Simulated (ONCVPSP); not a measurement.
# How hard is this strontium (Sr) ONCV potential?

Sr, optimised norm-conserving Vanderbilt (ONCV), made with ONCVPSP 4.0.1 (PBE, scalar-relativistic). Core [Ar] 3d10, reference 4s2 4p6 5s2. Waves: 4s+5s: rc 2.00 bohr, ncon 3, nbas 6, qcut 7.9 1/bohr, 2 projectors; 4p: rc 1.65 bohr, ncon 4, nbas 8, qcut 5.7 1/bohr, 1 projector; d scattering state at 0.38 Ha: rc 2.00 bohr, ncon 3, nbas 6, qcut 4.2 1/bohr, 3 projectors, debl 0.4 Ha; f scattering state at 0.34 Ha: rc 1.80 bohr, ncon 4, nbas 9, qcut 6.2 1/bohr, 2 projectors, debl 1.4 Ha. Local part: polynomial inside 1.50 bohr (lpopt 5, dvloc0 0 Ha). Core correction: Teter function, fcfact 4.25, rcfact 1.55.

In the d channel the program set the typed energies aside and used 0.050, 0.450, 0.850 Ha.

Q: For each optimised wave give the share of its norm inside rc, the residual kinetic energy above qcut (Ha) and the cutoffs (Ha) for errors of 10, 1, 0.1 and 0.01 mHa per electron.

A:

| wave | norm inside rc | residual KE | 10 mHa | 1 mHa | 0.1 mHa | 0.01 mHa |
| --- | --- | --- | --- | --- | --- | --- |
| 4s | 0.904 | 6.2e-08 | 11.5 | 15.4 | 18.5 | 21.1 |
| 5s | 0.041 | 3.6e-09 | 7.5 | 13.0 | 17.0 | 20.3 |
| 4p | 0.614 | 3.8e-04 | 5.6 | 13.7 | 42.6 | 74.5 |
| d projector 1 | 0.460 | 2.8e-03 | 7.2 | 12.5 | 32.0 | 60.3 |
| d projector 2 | 0.195 | 2.1e-03 | 6.9 | 9.6 | 22.3 | 51.4 |
| d projector 3 | 0.115 | 2.5e-03 | 7.1 | 9.8 | 18.3 | 44.0 |
| f projector 1 | 0.011 | 9.9e-06 | 3.2 | 8.9 | 14.5 | 19.6 |
| f projector 2 | 0.239 | 1.9e-03 | 15.6 | 20.7 | 39.4 | 100.2 |

The occupied waves need 15 Ha and 43 Ha for 1 and 0.1 mHa. Note: no bound ghost flagged; GHOST(+) flagged for d at 9.0 eV, s at 211.9 eV.
